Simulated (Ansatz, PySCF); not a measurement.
NbSF2Cl, SMILES [F][Nb]([Cl])(=[S])[F], multiplicity 1. Atoms are numbered in the order given.

```xyz
5

Nb     0.1737     0.0524     0.0000
S     -1.2161     1.6781     0.0000
F      1.2108     0.1836    -1.5359
F      1.2108     0.1836     1.5359
Cl    -1.0165    -1.9065     0.0000
```
Charge 0, spin multiplicity 1.

Geometry: B3LYP-D3(BJ)/def2-SVP. The spin state was assumed, not searched. The def2 effective core potentials stand for the cores of Nb; spin–orbit coupling is left out.

Two levels are set side by side: PBE-D3(BJ)/def2-SVP (Ansatz, a quantum-chemistry and plane-wave program) and B3LYP-D3(BJ)/def2-SVP (Ansatz). Each level has its own optimised geometry; the coordinates shown are those of the second. Frequencies come from the Hessian of PySCF at each geometry. Differences are taken from unrounded values.

```json
[
 {"quantity": "mean bond length (Å)", "B3LYP-D3(BJ)": "2.037"},
 {"quantity": "bond Nb1–S2 (Å)", "B3LYP-D3(BJ)": "2.139"},
 {"quantity": "bond Nb1–F3 (Å)", "B3LYP-D3(BJ)": "1.858"},
 {"quantity": "bond Nb1–F4 (Å)", "B3LYP-D3(BJ)": "1.858"},
 {"quantity": "bond Nb1–Cl5 (Å)", "B3LYP-D3(BJ)": "2.292"},
 {"quantity": "highest harmonic wavenumber (cm⁻¹)", "B3LYP-D3(BJ)": "730"},
 {"quantity": "mean harmonic wavenumber (cm⁻¹)", "B3LYP-D3(BJ)": "364"},
 {"quantity": "zero-point energy (kcal/mol)", "B3LYP-D3(BJ)": "4.69"}
]
```

### Question
What does PBE-D3(BJ) give, and how far is it from B3LYP-D3(BJ)? (An estimate is asked for; the answer gives what the named calculation found.)

### Answer

```csv
quantity,PBE-D3(BJ),PBE-D3(BJ) minus B3LYP-D3(BJ)
mean bond length (Å),2.041,0.005
bond Nb1–S2 (Å),2.150,0.011
bond Nb1–F3 (Å),1.863,0.005
bond Nb1–F4 (Å),1.863,0.005
bond Nb1–Cl5 (Å),2.291,-0.001
highest harmonic wavenumber (cm⁻¹),716,-14
mean harmonic wavenumber (cm⁻¹),356,-9
zero-point energy (kcal/mol),4.58,-0.11
```
